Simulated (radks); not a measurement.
The lanthanum ion La43+, 14 electrons, occupied as [Ne] 3s2 3p2 (the NIST ground configuration).

Calculated with a radial shooting solver on a logarithmic mesh with Libxc functionals: scalar-relativistic Kohn-Sham, r2SCAN, spin-polarised, spherical densities, finite nucleus; open shells are filled with parallel spins first (spin-orbit coupling, left out, can overturn this in heavy ions); meta-GGA in the generalised Kohn-Sham scheme; Fermi nuclear charge, rms radius 4.855 fm.

Energy parts (hartree):
total: -6780.7325
kinetic: 7255.3553
electron-nucleus: -14729.4801
Hartree: 806.5445
exchange-correlation: -113.1521

Orbitals (lengths in bohr, moments of r in powers of bohr; <r^-3> diverges for s and p1/2; r(90%) holds 90 % of the orbital's charge):
[
 {"orbital": "1s up", "occ.": "1", "eigenvalue (hartree)": "-1528.381", "r(90%)": "0.0452", "<r^-3>": "-"},
 {"orbital": "1s down", "occ.": "1", "eigenvalue (hartree)": "-1528.078", "r(90%)": "0.0452", "<r^-3>": "-"},
 {"orbital": "2s up", "occ.": "1", "eigenvalue (hartree)": "-324.5836", "r(90%)": "0.163", "<r^-3>": "-"},
 {"orbital": "2s down", "occ.": "1", "eigenvalue (hartree)": "-324.4445", "r(90%)": "0.163", "<r^-3>": "-"},
 {"orbital": "2p up", "occ.": "3", "eigenvalue (hartree)": "-301.9289", "r(90%)": "0.150", "<r^-3>": "7715"},
 {"orbital": "2p down", "occ.": "3", "eigenvalue (hartree)": "-301.6553", "r(90%)": "0.150", "<r^-3>": "7708"},
 {"orbital": "3s up", "occ.": "1", "eigenvalue (hartree)": "-129.0324", "r(90%)": "0.371", "<r^-3>": "-"},
 {"orbital": "3s down", "occ.": "1", "eigenvalue (hartree)": "-128.0626", "r(90%)": "0.372", "<r^-3>": "-"},
 {"orbital": "3p up", "occ.": "2", "eigenvalue (hartree)": "-121.9038", "r(90%)": "0.368", "<r^-3>": "1994"},
 {"orbital": "3p down", "occ.": "0", "eigenvalue (hartree)": "-120.9381", "r(90%)": "0.369", "<r^-3>": "1987"}
]

The highest occupied level is 3p up at -3317.2 eV. The density falls to 0.001 e/bohr^3 at r = 0.72 bohr. The spin density at the nucleus is 6.48 e/bohr^3 (1s -42.74, 2s 8.74, 3s 40.49). For comparison, the ionisation energy in NIST's Atomic Spectra Database is 3416 eV (theoretical). In exact Kohn-Sham theory the highest level is minus the ionisation energy, but local and semilocal functionals leave it too shallow, through self-interaction and a potential that decays too fast; potentials with the right tail come closer. The electron density at the nucleus is 3.66e+05 e/bohr^3 (large components only). Summed over all electrons, <r^2> = 0.3833 bohr^2, which gives a Langevin (diamagnetic) susceptibility term of -0.304 x 10^-6 cm^3/mol.
